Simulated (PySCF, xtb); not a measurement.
C3H8AlCl, SMILES C[CH2][Al]([CH3])[Cl].

GFN2-xTB in xtb 6.7.1 at its own geometry gives an orbital gap of 4.07 eV and a dipole moment of 1.70 D.

Geometry optimised at B3LYP-D3(BJ)/def2-SVP. One conformer was computed; it need not be the lowest.

**Question.** What does B3LYP/def2-TZVP run with PySCF give? (The exact figures need the calculation; the answer reports its results.)

**Answer.** gap 6.49 eV (levels -7.36 and -0.87 eV), dipole 2.08 D.
